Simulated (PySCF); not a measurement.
# Which determinant of As2 lies lowest?

Unrestricted PBE0; PySCF, scalar-relativistic core potentials, basis sets As cc-pVTZ-PP with ECP10. Outer shells of the fragments: As 3d10 4s2 4p3; As 3d10 4s2 4p3.

Followed along the bond (rough minima from three points):

| 2Ms+1 | unpaired | ⟨S²⟩ at the start | R at minimum (Å) | Te (eV) |
| --- | --- | --- | --- | --- |
| 1 | none | 0.00 | 2.09 | 0.00 |
| 3 | π ↑↑ | 2.01 | 2.28 | 1.84 |
| 5 | π ↑↑↑↑ | 6.01 | none in the scan | ≤ 2.57 |

Solutions found at the starting distance of 2.350 Å, counted from the lowest of them; the search is not exhaustive and high or unbound solutions are not listed, so other states can lie among these:

```json
{"2Ms+1": "1", "unpaired": "none", "term": "¹Σ⁺", "E (eV)": "0.00", "⟨S²⟩": "0.00", "⟨Lz²⟩": "0.00"}
{"2Ms+1": "3", "unpaired": "π ↑↑", "term": "mixed", "E (eV)": "1.15", "⟨S²⟩": "2.01", "⟨Lz²⟩": "2.01"}
{"2Ms+1": "3", "unpaired": "π ↑↑", "term": "mixed", "E (eV)": "1.74", "⟨S²⟩": "2.01", "⟨Lz²⟩": "2.01"}
{"2Ms+1": "1", "unpaired": "π ↑↓", "term": "mixed", "E (eV)": "1.88", "⟨S²⟩": "1.01", "⟨Lz²⟩": "2.02"}
{"2Ms+1": "5", "unpaired": "π ↑↑↑↑", "term": "⁵Σ⁺", "E (eV)": "2.07", "⟨S²⟩": "6.01", "⟨Lz²⟩": "0.00"}
{"2Ms+1": "3", "unpaired": "σ ↑, π ↑", "term": "³Π", "E (eV)": "2.44", "⟨S²⟩": "2.01", "⟨Lz²⟩": "1.01"}
{"2Ms+1": "1", "unpaired": "σ ↓, π ↑", "term": "mixed", "E (eV)": "2.66", "⟨S²⟩": "1.01", "⟨Lz²⟩": "1.01"}
{"2Ms+1": "1", "unpaired": "π ↑↑↓↓", "term": "mixed", "E (eV)": "2.78", "⟨S²⟩": "2.02", "⟨Lz²⟩": "4.05"}
{"2Ms+1": "5", "unpaired": "σ ↑, π ↑↑↑", "term": "⁵Π", "E (eV)": "3.22", "⟨S²⟩": "6.01", "⟨Lz²⟩": "1.01"}
{"2Ms+1": "3", "unpaired": "σ ↑, π ↑↑↓", "term": "mixed", "E (eV)": "3.79", "⟨S²⟩": "3.01", "⟨Lz²⟩": "3.03"}
{"2Ms+1": "3", "unpaired": "σ ↓, π ↑↑↑", "term": "mixed", "E (eV)": "3.89", "⟨S²⟩": "3.02", "⟨Lz²⟩": "1.01"}
{"2Ms+1": "1", "unpaired": "σ ↓, π ↑↑↓", "term": "mixed", "E (eV)": "4.02", "⟨S²⟩": "2.02", "⟨Lz²⟩": "3.03"}
{"2Ms+1": "3", "unpaired": "σ ↑, π ↑", "term": "³Π", "E (eV)": "4.83", "⟨S²⟩": "2.00", "⟨Lz²⟩": "1.01"}
{"2Ms+1": "3", "unpaired": "σ ↑↑", "term": "³Σ⁺", "E (eV)": "5.23", "⟨S²⟩": "2.00", "⟨Lz²⟩": "0.00"}
```

A term symbol is given only where ⟨S²⟩ and ⟨Lz²⟩ are close to those of a pure state; real π, δ and φ orbitals otherwise mix terms, and g/u labels are left off.

Task: Compare the gap between the two lowest followed solutions at the starting distance with the gap between their minima.

Result: At PBE0 the second solution (triplet, unpaired electrons π ↑↑) lies +1.15 eV from the first (singlet, closed shell) at 2.350 Å and +1.84 eV at the minima; the two curves relax by different amounts, since their minima lie near 2.28 and 2.09 Å.

Counting both spins, an empty level lies below a filled one in some of these solutions, because spin and occupation are held.
